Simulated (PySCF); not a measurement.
Al(All)(H)2 (C3H7Al), SMILES C=C[CH2][AlH2].

Geometry optimised at B3LYP-D3(BJ)/def2-SVP. The structure was generated by enumeration; whether it is a known compound was not checked. The values are those of a single conformer.

All values below come from IEF-PCM-ωB97X/def2-SVP run with PySCF.

The values are the electrostatic part of the solvation free energy, E(continuum) − E(gas) at the gas-phase geometry, in a cavity of scaled van der Waals radii (PySCF's table); cavitation and dispersion terms are not included. A continuum can't describe solvent molecules that bind to the metal. In vacuum the orbital gap is 10.64 eV. The dipole moment in vacuum is 1.25 D.

| solvent | ε | ΔG(elec) (kcal/mol) | dipole (D) | gap (eV) |
|---|---|---|---|---|
| water | 78.36 | -3.0 | 1.55 | 10.67 |
| chloroform | 4.71 | -2.2 | 1.47 | 10.66 |
| acetone | 20.49 | -2.9 | 1.53 | 10.67 |
